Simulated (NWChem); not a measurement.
Molecule: ZrOCl2; SMILES [O]=[Zr]([Cl])[Cl]

def2 effective core potentials on Zr; no spin-orbit coupling.

Give the equilibrium geometry at PBE0/def2-SVP with def2 effective core potentials on Zr (NWChem) as a Z-matrix, with the point group.

point group Cs; any orientation.
```
Zr
O 1 1.7244
Cl 1 2.3794 2 113.41
Cl 1 2.3794 2 113.41 3 -149.03
```
